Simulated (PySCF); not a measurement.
trans-(1S,2S)-1,2-dimethylcyclopropane (C5H10), SMILES C[C@H]1C[C@@H]1C.

Geometry: PBE0-D3(BJ)/def2-SVP.

Method: SMD-M06-2X/def2-SVP in PySCF.

Solvation free energies are E(SMD) − E(gas) at the gas-phase geometry, for 1 M in both phases. In vacuum the dipole moment is 0.14 D.

Computed solvation free energies in water, toluene, dichloromethane:
```json
[
 {"solvent": "water", "ΔG(solv) (kcal/mol)": "1.2", "its non-electrostatic (CDS) part": "2.8", "dipole (D)": "0.18"},
 {"solvent": "toluene", "ΔG(solv) (kcal/mol)": "-3.8", "its non-electrostatic (CDS) part": "-3.0", "dipole (D)": "0.16"},
 {"solvent": "dichloromethane", "ΔG(solv) (kcal/mol)": "-4.1", "its non-electrostatic (CDS) part": "-2.8", "dipole (D)": "0.17"}
]
```
